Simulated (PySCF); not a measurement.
C5H5F3Si.
SMILES with atom numbers: `[CH:1]#[C:2][Si:3]1([C:4]([F:5])([F:6])[F:7])[CH2:8][CH2:9]1`

NICS = −σ at a ghost point: NICS(0) at the centroid of the ring atoms, NICS(1) 1 Å to either side along the normal of their mean plane, zz for the tensor component along that normal. Level: GIAO PBE0/pcSseg-1 (PySCF, non-relativistic, gas phase) on the GFN2-xTB geometry, one conformer.

Ring bond lengths (Å), with Mayer bond orders in brackets: Si3–C8 1.880 (0.95), C8–C9 1.550 (0.89), C9–Si3 1.879 (0.95).

Question: What do the NICS probes read (ppm)?

Answer: 
```csv
ring,type,NICS(0),"NICS(1), two faces","NICS(1)zz, two faces",rms pucker (Å),"centre to ring atoms, mean (Å)"
Si3–C8–C9,3-membered ring with Si; formal bonds all single,-23.7,-6.7 / -7.3,-12.9 / -14.8,0.00,1.02
```

Question: What can be read from them?

Answer: 
- Si3–C8–C9: mean NICS(1)zz -13.8 ppm, shielded. Si3, C8, C9 have four or more neighbours; no verdict on aromaticity is drawn. NICS(0) lies 17 ppm below the mean NICS(1).

Question: At the first NICS(1) probe listed for ring Si3–C8–C9, 1 Å off the ring, how large is the induced field along the normal in 7.05 T applied along it?

Answer: NICSzz × B0 = -12.9 ppm × 7.05 T = -91 μT, against the applied field.

Question: List the ring angles and the Hirshfeld charges of the ring atoms.

Answer: 
- Si3–C8–C9: Si3 48.7° (+0.350 e), C8 65.6° (-0.157 e), C9 65.7° (-0.158 e); sum 180.0° against 180° for a flat convex ring.

Time: 1.8 min wall, 93 s CPU (with the writing of density and orbital grids); peak memory 0.82 GiB. Hardware: an Intel Xeon at 2.50 GHz with one thread, no GPU, shared host with 64 logical CPUs at a one-minute load of 62. This is the whole shielding run at PBE0/pcSseg-1, SCF included.

Conformer computed: `[CH:1]#[C:2][Si:3]1([C:4]([F:5])([F:6])[F:7])[CH2:8][CH2:9]1`: C2–Si3–C4–F5 -60°.
